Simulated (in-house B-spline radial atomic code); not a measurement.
A calculation on the technetium ion Tc¹⁷⁺: its settings, and results tabulated from the run. Method: scalar-relativistic (X2C) wB97X, spin-polarised, spherical fractional occupations, Fermi nucleus of rms radius 4.41117 fm. Calculated with a radial B-spline atomic code at the basis-set limit.

Command:
```bash
python run_scf.py task.json out
```
Settings (nuclear radius in fm, mass in u):
```
Z                43
configuration    [Ar] 3d8
hamiltonian      x2c
method           wb97x
spin_polarised   True
nucleus          fermi
rms_radius       4.41117
atomic_mass      96.90636
speed_of_light   137.035999084
```

Output (hartree, bohr):
```
 radial grid: 60 intervals, B-splines of order 8, outer radius 3.8983 bohr

 iter        energy (Eh)    residual
    1       -4114.208176    2.44e+00
    2       -4152.382648    9.82e-01
    3       -4154.834219    7.14e-01
    4       -4156.208429    5.18e-01
    5       -4156.968650    3.75e-01
    6       -4157.384964    2.72e-01
    7       -4157.611206    1.98e-01
    8       -4157.733455    1.45e-01
    9       -4157.799240    1.06e-01
   10       -4157.834538    7.72e-02
   11       -4157.853441    5.64e-02
   12       -4157.863552    4.11e-02
   13       -4157.868959    3.00e-02
   14       -4157.871850    2.18e-02
   15       -4157.873397    1.59e-02
   41       -4157.875192    1.55e-06
   42       -4157.875192    6.67e-07
   43       -4157.875192    2.84e-06
   44       -4157.875192    1.17e-06
   45       -4157.875192    2.87e-06
   46       -4157.875192    1.26e-06
   47       -4157.875192    1.27e-06
   48       -4157.875192    7.07e-07
   49       -4157.875192    2.45e-06
   50       -4157.875192    3.14e-06
   51       -4157.875192    3.12e-06
   52       -4157.875192    3.19e-06
   53       -4157.875192    2.06e-06
   54       -4157.875192    1.29e-06
   55       -4157.875192    4.22e-07

 total energy                     -4157.87519
 kinetic                            4323.8584
 electron-nucleus                  -9585.3472
 Hartree                            1217.8458
 exact exchange                      -21.1079
 exchange-correlation                -93.1244

 orbital      occ     eigenvalue          <r>       <r^2>       <1/r>       r_max
 1s up      1.000      -785.6557    0.0337694  0.00155024     46.2514     0.02168
 1s down    1.000      -785.6549    0.0337691   0.0015502     46.2516     0.02168
 2s up      1.000      -127.7296      0.14888   0.0261833     10.3882       0.126
 2s down    1.000      -127.5715     0.148754    0.026138     10.3985      0.1259
 2p up      3.000      -116.2113     0.129925   0.0206271     9.83671      0.1006
 2p down    3.000      -116.0852     0.129778   0.0205769     9.84561      0.1005
 3s up      1.000       -35.6290     0.402513    0.184938     3.66196      0.3666
 3s down    1.000       -35.4300     0.403268    0.185618     3.65076      0.3669
 3p up      3.000       -31.8140     0.399631    0.184823     3.45996      0.3584
 3p down    3.000       -31.5953     0.400647    0.185746     3.44751      0.3589
 3d up      5.000       -25.8010     0.372566    0.163737     3.24949      0.3004
 3d down    3.000       -25.3287     0.374514    0.165591     3.23589      0.3017
```

Run time, properties included: 8 s on 1 thread of Arm Neoverse V2 (shared host).

The next ion did not converge.

Caution: exact exchange at fractional occupations of open shells leaves self-interaction of up to several eV.

One-electron X2C: radii and densities carry no picture-change correction, so inner-shell <1/r> comes out high (for 1s by about 2 % at Z = 33, 5 % at 54, 10 % at 75, 30 % at 118) and <r> low.
